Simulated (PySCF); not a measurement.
# SrCa⁺: one state, many levels of theory

State: ²Σ⁺ (doublet), unpaired electrons σ ↑. Set-up: PySCF, scalar-relativistic core potentials, basis sets Sr def2-SVP with ECP28, Ca def2-SVP. De refers to Sr⁺ + Ca in their ground configurations, without counterpoise correction. The functionals are run spin-unrestricted. A positive dipole points towards Ca; it is taken about the centre of mass and depends on that origin. Levels whose curve was spin-contaminated or gave no clean fit are not listed.

```
       Level  Re (Å)  ωe (cm⁻¹)  De (eV)  μ (D)
        ROHF   4.209       95.9     0.51   1.79
    ROHF-MP2   4.074        103     0.78    n/a
   ROHF-CCSD   4.100       99.6     0.85    n/a
ROHF-CCSD(T)   4.096       99.8     0.89    n/a
         PBE   4.030        101     1.10   2.29
      PBEsol   3.990        104     1.14   2.30
        BLYP   4.086       91.7     0.95   2.36
        PBE0   4.052        102     1.04   2.29
      M06-2X   4.059       97.0     1.17   2.50
```

The bond length runs from 3.990 Å (PBEsol) to 4.209 Å (ROHF). De spans 0.51 eV (ROHF, mean field) to 1.17 eV (M06-2X, hybrid meta-GGA). Correlation at CCSD(T) changes the Hartree–Fock bond energy by +0.38 eV; the triples alone change it by +0.04 eV.

Correlated steps freeze 5 core orbitals. Correlated levels converge slowly with the basis: in double zeta they bind strong bonds too weakly, by up to about 1 eV, and carry superposition errors of some tenths. Spin–orbit coupling is left out. For an ion De counts to the pair picked by the measured ionisation energies or electron affinities, which need not be the lowest pair at this level. The state is the lowest determinant that a PBE0 search found; another state may lie lower at other levels.

The whole job (state search and all levels along the bond) took about 2.4 min on 1 thread of Arm Neoverse V2 (shared host), peak memory 0.55 GiB.
